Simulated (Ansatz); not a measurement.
SiH2MeEt (C₃H₁₀Si), relaxed as a singlet with RKS PBE0-D4/def2-SVP in Ansatz, starting from the GFN2-xTB geometry. Force threshold 0.02 eV/Å.

Another isomer (singlet) lies 0.56 eV lower at PBE0-D4/def2-TZVP; other spin states weren't run for this one.

Start:

```xyz
14

C     1.681   -1.469   -0.568
C    -0.980    0.009    0.022
C    -1.678    1.266    0.526
Si    0.918    0.171    0.006
H     1.311    1.252   -0.911
H     1.397    0.494    1.357
H     1.348   -1.737   -1.567
H     1.415   -2.286    0.096
H     2.764   -1.405   -0.591
H    -1.276   -0.835    0.649
H    -1.342   -0.217   -0.983
H    -2.760    1.144    0.518
H    -1.370    1.493    1.545
H    -1.428    2.120   -0.099
```

**Question.** Estimate the energy that the relaxation releases and the steps that it takes.

**Answer.** 1.5 kcal/mol, in 5 steps; 5.5 s on 2 threads of AMD EPYC 9R45 on a shared host. No frequencies were taken in this run, so the end may be a saddle point.

**Question.** Does the start keep its bonding and symmetry?

**Answer.** By distances, no bond broke or formed. The bond that changes most is Si4–H6, from 1.47 to 1.50 Å (atoms count from 1).

**Question.** Predict the relaxed structure.

**Answer.** 
| atom | x (Å) | y (Å) | z (Å) |
| --- | --- | --- | --- |
| C1 | 1.686 | -1.473 | -0.578 |
| C2 | -0.980 | 0.015 | 0.036 |
| C3 | -1.686 | 1.277 | 0.522 |
| Si4 | 0.904 | 0.135 | 0.004 |
| H5 | 1.314 | 1.257 | -0.904 |
| H6 | 1.401 | 0.472 | 1.378 |
| H7 | 1.348 | -1.730 | -1.594 |
| H8 | 1.416 | -2.306 | 0.091 |
| H9 | 2.784 | -1.396 | -0.596 |
| H10 | -1.252 | -0.848 | 0.670 |
| H11 | -1.317 | -0.248 | -0.983 |
| H12 | -2.782 | 1.161 | 0.520 |
| H13 | -1.387 | 1.538 | 1.550 |
| H14 | -1.449 | 2.145 | -0.114 |
Bond lengths: 2 × C–Si 1.88 to 1.89 Å; 1 × C–C 1.53 Å; 8 × C–H 1.10 Å; 2 × H–Si 1.50 Å.
